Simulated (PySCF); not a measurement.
Point-charge models of `F[C@H]1CC12CCC2` against its computed dipole.

Coordinates (PBE0-D3(BJ)/def2-SVP, Å) and charges (e) from the PBE0/pcSseg-1 density (PySCF):

| atom | x | y | z | Mulliken | IAO | Hirshfeld | ESP-fitted |
| --- | --- | --- | --- | --- | --- | --- | --- |
| F1 | -2.382 | 0.163 | 1.080 | -0.3108 | -0.3078 | -0.1073 | -0.2276 |
| C2 | -1.744 | 0.156 | -0.120 | +0.2603 | +0.1575 | +0.0390 | +0.1298 |
| C3 | -1.007 | 1.385 | -0.528 | -0.1552 | -0.3162 | -0.1034 | -0.4589 |
| C4 | -0.259 | 0.151 | -0.102 | -0.4617 | -0.0099 | -0.0055 | +0.2314 |
| C5 | 0.589 | -0.007 | 1.156 | -0.0909 | -0.2610 | -0.0692 | -0.1122 |
| C6 | 1.600 | -0.837 | 0.328 | -0.2519 | -0.2556 | -0.0657 | -0.1920 |
| C7 | 0.692 | -0.718 | -0.920 | -0.0958 | -0.2646 | -0.0684 | -0.1057 |
| H8 | -2.284 | -0.436 | -0.868 | +0.1025 | +0.1390 | +0.0505 | +0.0766 |
| H9 | -1.022 | 2.221 | 0.178 | +0.1400 | +0.1565 | +0.0515 | +0.1722 |
| H10 | -1.008 | 1.666 | -1.586 | +0.1311 | +0.1494 | +0.0507 | +0.1406 |
| H11 | 0.077 | -0.563 | 1.955 | +0.1266 | +0.1409 | +0.0366 | +0.0550 |
| H12 | 0.981 | 0.929 | 1.580 | +0.1199 | +0.1344 | +0.0385 | +0.0532 |
| H13 | 2.580 | -0.353 | 0.210 | +0.1251 | +0.1358 | +0.0388 | +0.0754 |
| H14 | 1.768 | -1.862 | 0.687 | +0.1238 | +0.1354 | +0.0388 | +0.0809 |
| H15 | 1.149 | -0.217 | -1.786 | +0.1191 | +0.1334 | +0.0377 | +0.0518 |
| H16 | 0.253 | -1.669 | -1.261 | +0.1180 | +0.1329 | +0.0374 | +0.0295 |

**Question.** What dipole does each set of charges give (1 e·Å = 4.803 D), and what does the density give?

**Answer.** The full density gives (1.11, -0.07, -1.27) D, 1.69 D in size; dipole vectors point from the negative to the positive end.

```json
{"scheme": "Mulliken", "μx": "1.76", "μy": "0.06", "μz": "-2.03", "size (D)": "2.68", "share of the full size (%)": "159", "angle to the full dipole (°)": "4"}
{"scheme": "IAO", "μx": "1.56", "μy": "-0.14", "μz": "-2.17", "size (D)": "2.68", "share of the full size (%)": "158", "angle to the full dipole (°)": "5"}
{"scheme": "Hirshfeld", "μx": "0.69", "μy": "-0.07", "μz": "-0.80", "size (D)": "1.06", "share of the full size (%)": "62", "angle to the full dipole (°)": "2"}
{"scheme": "ESP-fitted", "μx": "1.15", "μy": "-0.08", "μz": "-1.27", "size (D)": "1.71", "share of the full size (%)": "101", "angle to the full dipole (°)": "1"}
```

**Question.** Which set comes closest?

**Answer.** Length of the difference vector: ESP-fitted 0.04 D, Hirshfeld 0.64 D, Mulliken 1.00 D, IAO 1.00 D. Closest: ESP-fitted. The schemes that divide the density aren't constrained to reproduce the dipole.

**Question.** What is left for the Hirshfeld atoms' own dipoles?

**Answer.** The shares of the density sum to the whole, so what Σ q r misses lies in dipoles about the nuclei. The atomic dipoles sum to (1.11, -0.07, -1.27) − (0.69, -0.07, -0.80) = (0.42, 0.00, -0.47) D, 0.64 D in size.

**Question.** With the origin at the mean of the coordinates, (-0.001, 0.001, 0.000) Å, which are the largest single terms, by size, of the Hirshfeld dipole along the direction of the full one?

**Answer.** F1 +1.23, C7 -0.39, H15 +0.38, H13 +0.29, C6 -0.27 D; all 16 atoms together +1.06 D. The single terms depend on the origin, their sum doesn't.

**Question.** Give the size of the full dipole in other units.

**Answer.** 1.69 D = 0.666 au = 0.352 e·Å = 5.65 × 10⁻³⁰ C·m.

Isolated species at its PBE0-D3(BJ)/def2-SVP geometry, gas phase.

The run behind these numbers computed NMR shieldings as well. Time: 19 s wall; peak memory 0.73 GiB. Hardware: an Arm Neoverse V1 with one thread, on a shared host.
